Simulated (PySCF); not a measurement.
Si(F)(OH)2(SeH) (FH₃O₂SeSi), SMILES O[Si](O)(F)[SeH].

The structure is a stationary point at B3LYP-D3(BJ)/def2-SVP. The structure was generated by enumeration, and PubChem lists no compound with its InChIKey, so it may never have been made. Other conformers were not sampled.

All values below come from M06-2X/def2-TZVP (PySCF).

Computed frontier levels, gap, dipole moment and polarisability:
| Property | Result |
|---|---|
| highest occupied level | -8.59 eV |
| lowest empty level | 0.67 eV |
| orbital gap | 9.26 eV |
| dipole moment | 1.67 D |
| quadrupole, principal values (traceless, Buckingham form, about the centre of nuclear charge) | -7.17, -0.09, 7.26 D·Å |
| mean static polarisability | 53.6 bohr³ (7.95 Å³) |
| polarisability, principal values | 47.5, 48.9, 64.5 bohr³ |
